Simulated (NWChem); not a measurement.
System: AlN2H4F; SMILES [NH2][Al]([NH2])[F]

```xyz
8

Al     0.0000     0.0000     0.0224
F      0.0000     0.0000     1.6900
N     -1.5585     0.0000    -0.8030
H     -1.7019     0.0000    -1.8052
H     -2.4509     0.0000    -0.3239
N      1.5585     0.0000    -0.8030
H      1.7019     0.0000    -1.8052
H      2.4509     0.0000    -0.3239
```
Atoms are numbered in this order, from 1.

Computed with NWChem. Coordinates come from a PBE0/def2-SVP optimisation. Vertical excitations in the gas phase; the lowest state need not have the same character in each row.

Q: Order these by “lowest excitation, singlet (eV)”, lowest first: PBE0/def2-SVP, full TDDFT; B3LYP/def2-SVP, full TDDFT; BHandHLYP/def2-SVP, full TDDFT; PBE/def2-SVP, full TDDFT.

A: PBE/def2-SVP, full TDDFT (4.85), B3LYP/def2-SVP, full TDDFT (5.33), PBE0/def2-SVP, full TDDFT (5.61), BHandHLYP/def2-SVP, full TDDFT (6.05)
